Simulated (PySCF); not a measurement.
SMILES F[SiH2]c1ccc([SiH](Cl)Cl)cc1 (GFN2-xTB optimised geometry):

```
18

Si    -2.860    -2.684     5.252
F     -2.843    -4.259     4.911
C     -2.161    -1.790     3.749
C     -1.793    -2.482     2.597
C     -1.287    -1.819     1.497
C     -1.130    -0.433     1.500
C     -1.494     0.259     2.655
C     -2.001    -0.406     3.753
Si    -0.414     0.463     0.000
Cl    -1.045     2.382     0.000
Cl    -1.048    -0.450    -1.687
H     -4.261    -2.364     5.486
H     -2.005    -2.543     6.423
H     -1.906    -3.556     2.566
H     -1.014    -2.382     0.616
H     -1.385     1.333     2.687
H     -2.279     0.157     4.633
H      1.045     0.463     0.000
```

Computed with PBE0/def2-SVP run with PySCF 2.14.0.

Q: What are the frontier orbital energies and the dipole moment?

A: HOMO-2 -8.70 eV, HOMO-1 -7.87 eV, HOMO -7.82 eV, LUMO -1.36 eV, LUMO+1 -0.59 eV; dipole moment 1.56 D.

On the same geometry PBE/def2-SVP in PySCF gives HOMO-2 -7.28 eV, HOMO-1 -6.81 eV, HOMO -6.77 eV, LUMO -2.13 eV, LUMO+1 -1.48 eV; dipole moment 1.38 D.

Meta-Löwdin charges at PBE0/def2-SVP: Si1 0.92, F2 -0.48, C3 -0.23, C4 -0.09, C5 -0.09, C6 -0.23, C7 -0.09, C8 -0.10, Si9 0.80, Cl10 -0.26, Cl11 -0.26, H12 -0.11, H13 -0.11, H14 0.11, H15 0.11, H16 0.11, H17 0.10, H18 -0.10.
